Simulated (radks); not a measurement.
Values are calculated unless marked as measured or tabulated.
Q: The mean radii <r> (bohr) of the occupied orbitals of an atom or ion are listed with their occupations. Code: a radial shooting solver on a logarithmic mesh with Libxc functionals. Model: non-relativistic Kohn-Sham, LDA (Slater exchange, Perdew-Wang correlation), spin-polarised, spherical densities, point nucleus.

orbital  occ.     <r>
1s          2  0.1314
2s          2  0.7026
2p          6  0.6911
3s          2   3.136

Name the element and its charge. Open shells, if any, are filled with parallel spins first.

A: Z = 12, magnesium, charge 0: Mg in [Ne] 3s2. The 1s radius gives Z: for a bare nucleus <r> = 1.5/Z, 0.125 bohr for Z = 12, and screening makes it slightly larger (0.1314 here). The occupations add up to 12, and the charge is Z minus that.
